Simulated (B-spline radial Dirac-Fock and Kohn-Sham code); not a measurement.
# Subshell photoionisation cross sections of Cu²²⁺ against photon energy

System: Cu²²⁺, [He] 2s2 2p3.

Input file task.json (cfg lists n, l and occupation; rrms is the nuclear radius in fm):

```json
{"items": [{
  "Z": 29,
  "q": 22,
  "cfg": [[1, 0, 2], [2, 0, 2], [2, 1, 3]],
  "A": 63,
  "rrms": 3.8823,
  "do": ["binding", "quiet", "photo"],
  "hv": [40.81, 55.6, 181.0, 295.0, 1000, 1486.9, 2000, 2160.0, 4020.0, 8047.8, 9251.7, 20900.0, 22162.9, 30000, 140000.0, 144000.0]
}]}
```

Launch: `python xray_run.py task.json out`

These are calculated numbers from a radial finite-basis atomic code; the model is Dirac-Hartree-Slater photoionisation with all multipoles and Dirac-Fock thresholds. Values are in kb per electron; a dash marks an energy below the computed threshold. Values for outer subshells far above threshold carry numerical ripple of a few per cent.

| hν (eV) | 1s | 2s | 2p1/2 | 2p3/2 |
| --- | --- | --- | --- | --- |
| 2160 | – | 24.0 | 27.4 | 26.3 |
| 4020 | – | 6.92 | 4.19 | 3.95 |
| 8047.8 | – | 1.40 | 0.441 | 0.407 |
| 9251.7 | – | 0.999 | 0.278 | 0.255 |
| 20900 | 1.40 | 0.124 | 0.0168 | 0.0149 |
| 22162.9 | 1.18 | 0.106 | 0.0136 | 0.0120 |
| 30000 | 0.499 | 0.0462 | 0.00458 | 0.00398 |
| 140000 | 0.00491 | 0.000508 | 1.68e-05 | 1.28e-05 |
| 144000 | 0.00450 | 0.000467 | 1.52e-05 | 1.16e-05 |

At 144000 eV the multipoles beyond E1 give 34.7 % of 1s, 35.2 % of 2s, 50.0 % of 2p1/2, 47.2 % of 2p3/2.
